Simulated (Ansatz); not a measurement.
# Scan of the H3–S1–Ga2–H4 dihedral angle

GaH₃S (SMILES [SH][GaH2]), singlet, at its PBE0-D4/def2-TZVP minimum:

```csv
atom,x (Å),y (Å),z (Å)
S1,0.0390,-1.4533,0.6844
Ga2,-0.3293,0.4332,-0.3834
H3,1.2638,-1.1084,1.1133
H4,-1.7112,0.5325,-1.0979
H5,0.7875,1.5224,-0.3578
```

The dihedral angle H3–S1–Ga2–H4 (180.0° at the minimum) is set to the values below, the two halves turning rigidly about the central bond. Each method's energies count from its own value at the PBE0-D4 minimum structure. Computed with Ansatz 0.2.0 (basis: def2-TZVPP); correlated methods freeze the cores. Filled d shells of the heavier atoms are correlated. The def2 sets are not built for correlating such inner shells, so the correlated values are less sure here. B3LYP uses VWN-RPA correlation.

CCSD(T) energies along the scan:
```tsv
dihedral angle (°)	CCSD(T) (kcal/mol)
-165.8	0.499
-145.8	2.698
-125.8	5.870
-105.8	8.583
-85.8	9.327
-65.8	7.643
-45.8	4.570
-25.8	1.692
-5.8	0.199
```
They count from the CCSD(T) energy at the PBE0-D4 minimum.

Largest difference from the CCSD(T) curve over the scan: PBE-D4 0.600; r2SCAN-D4 0.523; B3LYP-D4 0.228; HF 0.860 kcal/mol. Each curve counts from its own value at the minimum.

No T1 diagnostic of these runs exceeds 0.014.

For scale, one of the runs: CCSD(T)/def2-TZVPP, 132 basis functions (an equivalent command: `ansatz run in.yaml --threads 2`). Hardware: 2 CPU threads, shared host. Wall time 8.5 s; peak host memory 0.64 GiB.
